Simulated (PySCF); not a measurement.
A species of formula C2H6Se has this rotational fingerprint, computed with PBE0-D3(BJ)/def2-SVP geometry optimisation, gas phase (PySCF 2.14.0):

```
Rotational constants : A = 11418, B = 6883, C = 4547 MHz
Dipole components    : |μa| = 0.00 D, |μb| = 1.45 D, |μc| = 0.00 D
Inertial defect      : -6.54 u·Å²
κ                    : -0.32
```

Question: Which candidate fits, each taken in the one conformer that was computed?
A. `[CH3:1][CH2:2][SeH:3]` with C1–C2–Se3–H -64°
B. SeMe2 (`C[Se]C`)

Answer: B. It is C[Se]C, an asymmetric top, point group C2v. The candidates at the same level (rigid rotor, commonest isotopes):

```tsv
SMILES	A (MHz)	B (MHz)	C (MHz)	μa (D)	μb (D)	μc (D)	Δ (u·Å²)	point group	rotor
C[Se]C	11418	6883	4547	0.00	1.45	0.00	-6.54	C2v	asymmetric top
CC[SeH]	27538	3608	3395	1.41	0.14	0.53	-9.55	–	near-prolate asymmetric top
```

`CC[SeH]` has A 141 % too high. In the right answer the symmetry axis of this C2v structure is b, so μa and μc vanish by symmetry. No structure here is proved a minimum.
